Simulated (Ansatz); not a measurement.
Ansatz timings: CH8BFSi (SMILES CF.B[SiH3])

CH8BFSi has 12 atoms, charge 0, and is taken as a singlet. As SMILES, `CF.B[SiH3]`. The coordinates come from a GFN2-xTB relaxation.

```xyz
12

C     0.1351    1.0664   -1.8220
F     1.2077    0.8431   -1.0042
H    -0.1598    0.1129   -2.2592
H     0.4438    1.7711   -2.5947
H    -0.6710    1.4768   -1.2150
B     1.0662   -0.8124    1.2781
Si   -0.8829   -0.7000    1.2426
H     1.6438   -1.6587    0.7134
H     1.7079   -0.0749    1.9202
H    -1.5401   -1.2570    0.0426
H    -1.5029   -1.4283    2.3651
H    -1.4479    0.6609    1.3331
```

Program: Ansatz 0.2.0. Hardware: 1 thread of Intel Xeon at 2.70GHz, shared host, so times are rough. Ansatz fits the integrals of SCF and DFT runs by default. Its times include its search for lower SCF states.

(1) Estimate their order by wall time, quickest first.
A. energy at B3LYP-D3(BJ)/def2-SVPD
B. energy at wB97M-V/def2-SVPD
C. energy at SVWN5/def2-SVPD

Answers

(1) C (1.7 s), A (4.5 s), B (13 s).
